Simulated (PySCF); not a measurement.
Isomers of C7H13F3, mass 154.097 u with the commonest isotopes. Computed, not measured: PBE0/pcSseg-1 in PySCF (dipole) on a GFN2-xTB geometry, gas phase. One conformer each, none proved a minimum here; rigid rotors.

Question: Order these by out-of-plane moment Σ m c² = (Ia + Ib − Ic)/2, smallest first.
A. `[CH3:1][C:2]([CH3:3])([F:4])[CH2:5][C@:6]([CH3:7])([F:8])[CH2:9][F:10]` with C1–C2–C5–C6 51°, C2–C5–C6–C7 52°, C5–C6–C9–F10 -62°
B. `[CH3:1][CH2:2][CH2:3][CH2:4][C@H:5]([CH3:6])[C:7]([F:8])([F:9])[F:10]` with C1–C2–C3–C4 -179°, C2–C3–C4–C5 -175°, C3–C4–C5–C6 -65°
C. `[CH3:1][CH:2]([CH3:3])[C@@H:4]([CH3:5])[CH2:6][C:7]([F:8])([F:9])[F:10]` with C1–C2–C4–C5 -63°, C2–C4–C6–C7 61°

Answer: B (56.95 u·Å²), C (97.44 u·Å²), A (102.24 u·Å²).

Question: Order these by dipole moment, largest first.
A. `[CH3:1][CH:2]([CH3:3])[C@@H:4]([CH3:5])[CH2:6][C:7]([F:8])([F:9])[F:10]` with C1–C2–C4–C5 -63°, C2–C4–C6–C7 61°
B. `[CH3:1][CH2:2][CH2:3][CH2:4][C@H:5]([CH3:6])[C:7]([F:8])([F:9])[F:10]` with C1–C2–C3–C4 -179°, C2–C3–C4–C5 -175°, C3–C4–C5–C6 -65°
C. `[CH3:1][C:2]([CH3:3])([F:4])[CH2:5][C@:6]([CH3:7])([F:8])[CH2:9][F:10]` with C1–C2–C5–C6 51°, C2–C5–C6–C7 52°, C5–C6–C9–F10 -62°

Answer: B (2.58 D), A (2.38 D), C (1.46 D).

Question: Order these by rotational constant C, largest first.
A. `[CH3:1][CH:2]([CH3:3])[C@@H:4]([CH3:5])[CH2:6][C:7]([F:8])([F:9])[F:10]` with C1–C2–C4–C5 -63°, C2–C4–C6–C7 61°
B. `[CH3:1][CH2:2][CH2:3][CH2:4][C@H:5]([CH3:6])[C:7]([F:8])([F:9])[F:10]` with C1–C2–C3–C4 -179°, C2–C3–C4–C5 -175°, C3–C4–C5–C6 -65°
C. `[CH3:1][C:2]([CH3:3])([F:4])[CH2:5][C@:6]([CH3:7])([F:8])[CH2:9][F:10]` with C1–C2–C5–C6 51°, C2–C5–C6–C7 52°, C5–C6–C9–F10 -62°

Answer: C (770.9 MHz), A (746.1 MHz), B (507.9 MHz).

| SMILES | point group | Ia (u·Å²) | Ib (u·Å²) | Ic (u·Å²) | κ | μa (D) | μb (D) | μc (D) |
| --- | --- | --- | --- | --- | --- | --- | --- | --- |
| CC(C)[C@@H](C)CC(F)(F)F | C1 | 247.89 | 624.34 | 677.34 | -0.90 | 2.00 | 1.15 | 0.59 |
| CCCC[C@H](C)C(F)(F)F | C1 | 182.41 | 926.59 | 995.10 | -0.97 | 2.30 | 1.09 | 0.38 |
| CC(C)(F)C[C@](C)(F)CF | C1 | 260.87 | 599.20 | 655.58 | -0.88 | 0.26 | 0.30 | 1.41 |
